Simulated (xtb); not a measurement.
ReO₃Br, SMILES [O]=[Re]([Br])(=[O])=[O], multiplicity 1. All values are semi-empirical tight-binding results from xtb (GFN2-xTB unless named), good for trends rather than for accurate numbers. Geometry: GFN2-xTB. The multiplicity is an assumed one; other spin states were not compared.

Optimised geometry:

Bonded distances (Å): Re1–O2 1.657, Re1–O3 1.657, Re1–O4 1.657, Re1–Br5 2.323. Angles (°): O2–Re1–O3 114.0, O2–Re1–O4 114.0, O2–Re1–Br5 104.5, O3–Re1–O4 114.0, O3–Re1–Br5 104.5, O4–Re1–Br5 104.5.
Charge 0, spin multiplicity 1.

For metal compounds this method's bond lengths and energies can be far off.

Computed properties:
- point group as xtb finds it: C3v
- orbital gap: 2.93 eV
- zero-point energy: 5.7 kcal/mol
- G − E(el) at 298.15 K (modified RRHO): -14.3 kcal/mol

Problem. Give the atomic charges and the Wiberg bond orders between heavy atoms. (Estimate from the structure and the level; the computed values follow.)

Solution. charges (e) Re1 0.89, O2 -0.32, O3 -0.32, O4 -0.32, Br5 0.06. Bond orders Re1–O2 2.09, Re1–O3 2.09, Re1–O4 2.09, Re1–Br5 1.24.
